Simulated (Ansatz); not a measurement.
Consider the cleavage of the Si–Sn bond: `[CH3][SnH]([SiH3])[Cl]` + `CNCS` → `CNCS[SiH3]` + `[CH3][SnH2][Cl]`.

Isolated molecules relaxed with PBE0-D4/def2-TZVP in Ansatz; ΔE leaves out vibrations. CBS: MP2 limit from def2 TZ/QZ plus the TZ coupled-cluster correction, frozen cores. DFT in def2-TZVPP. B3LYP here is the variant with VWN-RPA as its local correlation; programs differ in this. Elements past krypton have def2 core potentials. For Sn outer-core shells are correlated without core-valence functions, which leaves a few kJ/mol of doubt a bond. Each species was taken in one conformer, which may not be the lowest.

(1) Is it downhill or uphill in electronic energy at CCSD(T)/CBS, and by how much? (Estimate.)

(2) What do these levels give: PBE-D4, PBE0-D4, ωB97X-V, B2PLYP, PBE, r2SCAN, PBE0, B3LYP, MP2/def2-TZVPP, SCS-MP2/def2-TZVPP, CCSD(T)/def2-TZVPP, HF/def2-QZVPP? (An estimate is asked.)

Largest T1 diagnostic among the species: 0.011.

Results:

(1) The calculation gave: Downhill: ΔE = -34.0 kJ/mol.

(2) The calculation gave: PBE-D4 -35.1, PBE0-D4 -35.1, ωB97X-V -36.8, B2PLYP -36.8, PBE -33.4, r2SCAN -41.6, PBE0 -33.9, B3LYP -33.8, MP2/def2-TZVPP -40.1, SCS-MP2/def2-TZVPP -38.8, CCSD(T)/def2-TZVPP -36.0, HF/def2-QZVPP -37.5 kJ/mol.
